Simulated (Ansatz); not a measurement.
Species: H$_{2}$BO$_{2}$, charge 0, doublet. H2BO2 (SMILES [O]BO, doublet).
B3LYP-D3(BJ)/def2-TZVP minimum from Ansatz (a first-principles code):
```xyz
5

B     -0.2620    -0.1727    -0.2130
H     -1.0707    -0.8373    -0.8288
O     -0.2955     1.0810    -0.6439
O      0.5417    -0.6677     0.7646
H      0.4116    -1.6060     0.9287
```
Charge 0, spin multiplicity 2.

Property: atomisation energy (electronic, to ground-state atoms), in kcal/mol. UHF or UKS for unpaired electrons; spin-orbit terms are left out. CBS(X,Y): correlation extrapolated as X^-3, Hartree-Fock from the larger set. A bracket is a step between two methods taken in the basis named. Functionals run without relativity, which enters their misses. Double hybrids freeze cores in their MP2 part. 'core' is core correlation in cc-pwCVTZ, 'X2C' scalar relativity in cc-pVTZ-DK, both at CCSD(T). For partners of very few electrons the exact lower level stands in for a higher one.

CCSD(T)/CBS(cc-pVTZ,cc-pVQZ) + [CCSDT(Q) - CCSD(T)]/cc-pVDZ + core + X2C (Ansatz) gives 465.7 kcal/mol.

**Question.** What does PBE/def2-TZVPD (Ansatz) give here, and how do the other levels compare?

**Answer.** PBE gives 481.0 kcal/mol, 15.3 kcal/mol above it. Differences of the others: r2SCAN/def2-TZVPD (Ansatz) 6.8; B3LYP/def2-TZVPD (Ansatz) 0.5; B2PLYP/def2-TZVPD (Ansatz) -4.3; CCSD(T)/CBS(cc-pVTZ,cc-pVQZ) + core + X2C (Ansatz) -0.8 kcal/mol. Nearer than PBE: r2SCAN/def2-TZVPD, B3LYP/def2-TZVPD, B2PLYP/def2-TZVPD, CCSD(T)/CBS(cc-pVTZ,cc-pVQZ) + core + X2C.
